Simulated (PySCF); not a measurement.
## How methods differ on the excitation energy of Br

Br [Ar] 3d10 4s2 4p5 (2P) → Br [Ar] 3d10 4s1 4p5 4d1 (high-spin determinant), as a difference of total energies. Computed with PySCF 2.14 in aug-cc-pVTZ-PP with one added diffuse shell each of s, d, f type with ECP10MDF (7s5p5d3f, 68 functions), with scalar relativity through the core potential. Correlated levels: valence: 3s2 3p6 3d10 frozen. The calculations carry no spin-orbit coupling.

| method | excitation energy (eV) |
| --- | --- |
| UHF | 23.384 |
| LDA | 22.713 |
| PBE | 22.297 |
| PBE0 | 22.802 |
| r2SCAN | 22.824 |
| CAM-B3LYP | 23.249 |
| B2PLYP | 22.792 |
| r2SCANh | 22.948 |
| MP2 (valence) | 23.193 |
| SCS-MP2 (valence) | 23.181 |

Q: How much does correlation contribute at MP2 (valence)?

A: 23.193 − (23.384) = -0.191 eV, measured against UHF.

The upper state lies above the first ionisation limit, where it may autoionise and the basis confines it.

The promoted electron is Rydberg-like, and one or two diffuse shells describe it only roughly, which tends to raise the upper state.

The determinant of the upper state mixes LS terms, which raises its energy above the lowest term, most at the Hartree-Fock and MP2 levels.
